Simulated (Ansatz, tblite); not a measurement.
Cost and result up the ladder for BCl2(SMe) (CH3BCl2S) (8 atoms). The state is a singlet with charge 0. Geometry: PBE0-D4/def2-SVP.

```xyz
8

B    -0.3233    1.4896   -0.0848
Cl    1.4124    1.6282    0.1410
Cl   -1.2936    2.9396   -0.2551
S    -1.1691   -0.0773   -0.1525
C     0.1545   -1.3000    0.0578
H     0.9003   -1.2096   -0.7423
H    -0.3252   -2.2856    0.0023
H     0.6440   -1.1848    1.0335
```

Ansatz on 4 threads of Arm Neoverse V2 on a shared host; xTB runs through tblite on one thread. Times are rough, summed over both states, and most runs start from the orbitals of an earlier one. PBE0-D4/def2-TZVP serves as the yardstick here, not as an exact answer. The other state is a doublet.

The xTB rows come from tblite.

Raw xTB energies of ions are shifted by several eV.

```tsv
level	functions	wall time	vertical IE (eV)	difference from PBE0-D4/def2-TZVP (eV)
GFN1-xTB	41	0.011 s	14.93	5.15
GFN2-xTB	38	0.011 s	14.00	4.21
PBE-D4/def2-TZVP	191	5 s	9.60	-0.19
PBE0-D4/def2-TZVP	191	6.8 s	9.79	0.00
r2SCAN-D4/def2-TZVP	191	10 s	9.69	-0.09
```
